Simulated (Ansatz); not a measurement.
Born–Oppenheimer molecular dynamics of FH3O2Zn (7 atoms, charge 0, multiplicity 1). It starts at the highest image of a converged band, a first-order saddle point between two minima.

Level of theory: UHF/def2-SVP (Ansatz).

- ensemble: NVE (velocity Verlet)
- time step: 0.5 fs
- steps asked: 200
- starting velocities drawn for: 300 K
- seed: 10418

First frame:

```xyz
7
Properties=species:S:1:pos:R:3
Zn -0.114 -0.468 0.030
F 1.163 0.829 -0.950
O -0.250 -2.226 0.321
H 0.401 1.427 -0.451
O -0.648 1.356 0.212
H 0.342 -2.835 -0.089
H -0.894 1.917 0.928
```

(1) How far do the bonds stretch over the last three quarters of this one trajectory? (Pairs bonded in most of those frames.)

Results:

(1) 
```tsv
bond	mean (Å)	spread (Å)	shortest	longest
Zn1–F2	1.800	0.077	1.69	1.98
Zn1–O3	1.814	0.036	1.75	1.88
O3–H6	0.945	0.020	0.92	0.97
H4–O5	0.966	0.057	0.88	1.07
O5–H7	0.947	0.015	0.91	0.98
```

Mean temperature of the second half: 730 K. The conserved energy stayed within 0.65 meV per atom of its start (net change 0.099 meV per atom), so the integration is sound. The system heated up, since it started high on the potential surface and ran downhill. A run of 0.1 ps of so small a system gives no equilibrium averages. The orbitals stay closed-shell, which can raise the energy where a bond breaks towards radicals; this wasn't checked here.

Time of the run: 2.5 min on 2 threads of Intel(R) Xeon(R) 6975P-C (Granite Rapids), on a shared host, peak memory 0.23 GiB.
